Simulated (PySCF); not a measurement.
formate (CHO₂), SMILES O=C[O-], charge -1. The structure is a stationary point at r2SCAN-D4/def2-TZVPD.

Computed equilibrium geometry at r2SCAN-D4/def2-TZVPD (PySCF confirms it by a frequency run) as a Z-matrix, and its point group:
point group C2v.
```
C
O 1 1.2509
O 1 1.2509 2 130.37
H 1 1.1436 2 114.82 3 180.00
```
Charge -1, spin multiplicity 1.
